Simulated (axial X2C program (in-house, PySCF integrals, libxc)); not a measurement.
**HfO along the bond: HF, 2c**

Computed with an axial X2C code built on PySCF integrals. Two-component (2c) means X2C with spin–orbit coupling and atomic mean-field two-electron Coulomb and Gaunt terms. Basis: Hf dyall-cv3z [13s14p9d7f4g], O dyall-av3z [7s6p3d2f] (cores contracted in-house); Gaussian nuclei, density fitting, unrestricted open shells. Masses: Hf 179.947 u, O 15.995 u.

State: Ω = 0 (closed shell). Dipoles are positive if O is the positive end.

```csv
R (Å),μ (D),HOMO (eV),LUMO (eV)
1.612,-2.949,-7.04,0.32
1.664,-3.446,-7.19,0.26
1.715,-3.925,-7.33,0.20
1.775,-4.464,-7.49,0.13
1.835,-4.989,-7.65,0.05
1.912,-5.645,-7.84,-0.06
```

Question: The minimum lies at 1.706 Å. What is the dipole moment there, and its slope?

Answer: At HF, 2c, with the sign and origin stated: μ = -3.84 D, dμ/dR = -9.20 D/Å.

The state is one determinant whose occupation by symmetry is held fixed; it was picked as the lowest of a PBE0 search that is not exhaustive. Closed shells are restricted here (equal orbitals for both partners); the stretched side of such a curve lies too high.
